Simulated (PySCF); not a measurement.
Ge(CF3)2(Me)2, SMILES [CH3][Ge]([CH3])([C](F)(F)F)[C](F)(F)F, GFN2-xTB optimised geometry.

```
17

C     -1.04     1.79     0.00
Ge    -0.43    -0.09     0.00
C     -1.04    -1.33     1.42
C     -0.91    -0.91    -1.80
F     -0.23    -2.04    -2.06
F     -2.21    -1.23    -1.85
F     -0.68    -0.07    -2.82
C      1.61    -0.09     0.00
F      2.09     0.66     1.01
F      2.13     0.40    -1.13
F      2.12    -1.32     0.17
H     -0.65     2.31    -0.87
H     -2.13     1.83    -0.03
H     -0.70     2.29     0.90
H     -0.78    -0.95     2.40
H     -0.57    -2.31     1.29
H     -2.12    -1.46     1.37
```

Density from CAM-B3LYP/def2-SVP in PySCF 2.14.0 at that geometry.

Minimum of the electron density along straight lines between bonded atoms, close to the bond critical point (lines longer than 1.1 times the sum of covalent radii, or with two minima, are not listed):

```
bond    length / Å  ρ at the minimum / e bohr⁻³  ∇²ρ there / e bohr⁻⁵  position (fraction from the first atom)
------  ----------  ---------------------------  --------------------  ---------------------------------------
C1–Ge2       1.980                        0.126                  0.01                                     0.53
Ge2–C3       1.980                        0.126                  0.01                                     0.47
Ge2–C4       2.034                        0.120                  0.07                                     0.45
C4–F5        1.340                        0.273                 -0.15                                     0.34
C4–F6        1.348                        0.268                 -0.18                                     0.34
C4–F7        1.342                        0.272                 -0.15                                     0.34
Ge2–C8       2.034                        0.120                  0.07                                     0.45
C8–F9        1.348                        0.268                 -0.18                                     0.34
C8–F10       1.340                        0.273                 -0.15                                     0.34
C8–F11       1.342                        0.272                 -0.15                                     0.34
C1–H12       1.089                        0.273                 -1.02                                     0.64
C1–H13       1.087                        0.274                 -1.01                                     0.64
C1–H14       1.087                        0.274                 -1.01                                     0.64
C3–H15       1.087                        0.274                 -1.01                                     0.64
C3–H16       1.089                        0.273                 -1.02                                     0.64
C3–H17       1.087                        0.274                 -1.01                                     0.64
```
